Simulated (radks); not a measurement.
The numbers below are computed, except where a source is named.
Problem. The table gives one normalised radial function P(r) = r R(r) (large component) of He in [He] (r in bohr). Level of theory: Dirac Kohn-Sham, PBEsol, spin-unpolarised, spherical densities, finite nucleus; Gaussian nuclear charge, rms radius 1.6755 fm (a radial shooting solver on a logarithmic mesh with Libxc functionals).

r,P
0.04056,0.1779
0.0476,0.2059
0.05586,0.2376
0.06555,0.2735
0.07692,0.3138
0.09027,0.3586
0.1059,0.4080
0.1243,0.4617
0.1459,0.5193
0.1712,0.5799
0.2009,0.6424
0.2358,0.7048
0.2767,0.7648
0.3247,0.8197
0.381,0.8659
0.4471,0.9000
0.5247,0.9183
0.6157,0.9175
0.7225,0.8954
0.8479,0.8509
0.995,0.7847
1.168,0.6994
1.37,0.5996
1.608,0.4918
1.887,0.3836
2.215,0.2827
2.599,0.1953
3.05,0.1251
3.579,0.0732

Which n and l does it have? It may be an empty orbital.

Solution. n = 1, l = 0: the number of nodes gives n - l - 1 = 0, the rise at small r points to l (this Dirac orbital starts outside the nucleus as r^gamma with gamma = sqrt((l + 1)^2 - (Z/c)^2) = 1.00; the j = 1/2 orbital of l + 1 starts with the same power, but with a smaller coefficient, and then steepens), and the extent must fit the shell. The curve is that of 1s1/2. 1s1/2: eigenvalue -15.499 eV, 0 radial nodes, <r> = 0.951 bohr, 90 % of the charge inside 1.75 bohr.
